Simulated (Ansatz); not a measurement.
`CNBB(O)S`, 13 atoms. Total charge 0; spin multiplicity 1. All runs use 4 threads of a server CPU on a shared host. Correlated methods freeze the cores.

Give the basis size and wall time and peak host memory of each of these runs in Ansatz. RKS PBE0-D4/def2-QZVPP energy; RKS PBE0-D4/def2-SVP energy; RKS r2SCAN0-D4/def2-TZVPP energy; direct RPA on PBE orbitals/def2-TZVPP energy; RKS PBE-QIDH (frozen core)/def2-TZVPP energy; RHF-CCSD(T)/def2-TZVPP energy; RKS ωB97M-V/def2-SVP energy; RKS PBE-D4/def2-TZVPP energy and forces; RKS HSE06 (plane-wave form)-D4/def2-TZVPP energy; RKS PBE0-D4/def2-TZVP frequencies; RKS ωB97M-V/def2-QZVPP energy; RKS PBE0-D4/def2-TZVP relaxation (36 steps). (Best estimate.)

The calculation gave: Other jobs shared the machine, so times are rough.

```csv
level,job,functions,wall time,peak host memory (GiB)
RKS PBE0-D4/def2-SVP,energy,123,1.4 s,0.29
RKS PBE-D4/def2-TZVPP,energy and forces,295,3.5 s,0.41
RKS HSE06 (plane-wave form)-D4/def2-TZVPP,energy,295,4.4 s,0.85
RKS ωB97M-V/def2-SVP,energy,123,5.5 s,0.4
RKS r2SCAN0-D4/def2-TZVPP,energy,295,7 s,0.83
RKS PBE-QIDH (frozen core)/def2-TZVPP,energy,295,8 s,0.87
direct RPA on PBE orbitals/def2-TZVPP,energy,295,8.5 s,0.85
RKS PBE0-D4/def2-QZVPP,energy,565,12 s,2.2
RKS ωB97M-V/def2-QZVPP,energy,565,26 s,2.7
RKS PBE0-D4/def2-TZVP,relaxation (36 steps),234,2.7 min,0.69
RKS PBE0-D4/def2-TZVP,frequencies,234,4.1 min,0.67
RHF-CCSD(T)/def2-TZVPP,energy,295,16 min,3.8
```
